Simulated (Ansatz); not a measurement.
`N[AsH2]` + H₂O → `O[AsH2]` + NH₃ at 400 K and 1 bar (formal hydrolysis of the As–N bond).

Isolated molecules relaxed with PBE0-D4/def2-TZVP in Ansatz; ΔE leaves out vibrations. CCSD(T)/CBS adds triple-zeta CCSD(T) − MP2 to the extrapolated MP2 energy (def2 sets, frozen cores). This one scheme is used for every species. For As outer-core shells are correlated without core-valence functions, which leaves a few kJ/mol of doubt a bond. Scalar relativity is left out up to krypton.

```csv
species,CCSD(T)/CBS energy (Eh),H − E (kJ/mol),S (J/(mol·K))
`N[AsH2]`,-2292.09958,128.5,285.0
H₂O,-76.37941,69.8,198.6
`O[AsH2]`,-2311.97217,94.9,282.5
NH₃,-56.50880,104.2,203.1
```

H − E and S are ideal-gas, rigid-rotor, harmonic terms from PBE0-D4/def2-TZVP, for one conformer and one mirror image of each species. 1 Eh = 2625.50 kJ/mol, R = 8.31446 J/(mol·K).

By hand: ΔE, ΔH, ΔS and ΔG.

ΔE = (-2311.97217) + (-56.50880) − (-2292.09958) − (-76.37941) = -0.00198 Eh = -5.2 kJ/mol. Δ(H − E) = 94.9 + 104.2 − 128.5 − 69.8 = 0.8, so ΔH = -4.4 kJ/mol. ΔS = 282.5 + 203.1 − 285.0 − 198.6 = 2.0 J/(mol·K). ΔG = -4.4 − 400 × (2.0)/1000 = -5.2 kJ/mol.

By hand: the equilibrium constant, and the temperature at which ΔG would vanish if ΔH and ΔS stayed fixed.

log₁₀ K = −ΔG/(RT ln 10) = 0.7. ΔH and −TΔS have one sign here, so there is no such temperature. One of them is within its doubt of zero, so this could turn.

The number of gas molecules stays the same, so ΔS is small and ΔH decides. The sign of ΔG lies within the doubt. A doubt of 5 kJ/mol in ΔE shifts log₁₀ K by 0.7 here. Other conformers and mirror images would add mixing entropy, several J/(mol·K) or more a flexible species. These are equilibria of isolated gas molecules and say nothing of rates. Largest T1 diagnostic: 0.012 (customary marks: 0.02 for closed shells, 0.045 for open ones).
